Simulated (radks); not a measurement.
Q: Successive ionisation energies (eV) of one element, from differences of total energies of ions in their ground configurations, starting at charge 44: 3526.8, 3640.7, 4037.4, 4137.5, 4236.4, 4367.2, 4470.4, 4572.0, 4928.9, 5040.4, 11503.8, 11780.9, 12053.3, 12423.2, 12710.0, 12991.6, 13973.8, 14253.3, 57958, 59143. Calculated with a radial shooting solver on a logarithmic mesh with Libxc functionals: scalar-relativistic Kohn-Sham, BLYP, spin-polarised, spherical densities, finite nucleus; open shells are filled with parallel spins first (spin-orbit coupling, left out, can overturn this in heavy ions); Fermi nuclear charge, rms radius 5.1569 fm. Which element is it?

A: Gadolinium (Z = 64). The first species listed is Gd44+ in [Ar] 3d2, the last Gd63+ in 1s1.
